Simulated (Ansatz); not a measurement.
Total energies of PbS2 from Ansatz at PBE0-D4/def2-TZVP, gas phase (1 Eh = 27.2114 eV = 2625.5 kJ/mol). The reference geometry is relaxed at PBE-D4/def2-TZVP.

```xyz
3

Pb    0.929    0.544   -1.059
S     0.282   -1.014    0.804
S    -1.211    0.470    0.255
```

```csv
state,geometry,energy (Eh)
charge 0 singlet,reference,-989.06603
charge 1 doublet,reference,-988.78559
charge 0 triplet,relaxed at PBE-D4/def2-TZVP,-989.03580
charge 0 quintet,relaxed at PBE-D4/def2-TZVP,-988.91366
free Pb atom (triplet),–,-192.83692
free S atom (triplet),–,-397.97371
```

In the def2 sets Pb takes a core potential; there is no spin–orbit coupling.

Task: Work out the vertical ionisation energy to the doublet.

Result: E(charge 1 doublet) − E(charge 0 singlet) = -988.78559 − (-989.06603) = 0.28044 Eh = 7.63 eV. For comparison, −ε of the highest occupied level is 5.68 eV at this level, 1.95 eV less.

Task: Which of the charge 0 states is lowest, and how far above it are the others?

Result: The singlet. triplet: -989.03580 − (-989.06603) = 0.03023 Eh = 79.4 kJ/mol; quintet: -988.91366 − (-989.06603) = 0.15237 Eh = 400.0 kJ/mol.

Task: What is the binding energy per atom against free atoms?

Result: Atoms: 1 × (-192.83692) + 2 × (-397.97371) = -988.78434 Eh. Binding: -988.78434 − (-989.06603) = 0.28169 Eh = 7.67 eV, or 2.56 eV for each of 3 atoms (no zero-point energy, no counterpoise term).

The structure comes from a short search, and lower isomers may exist.
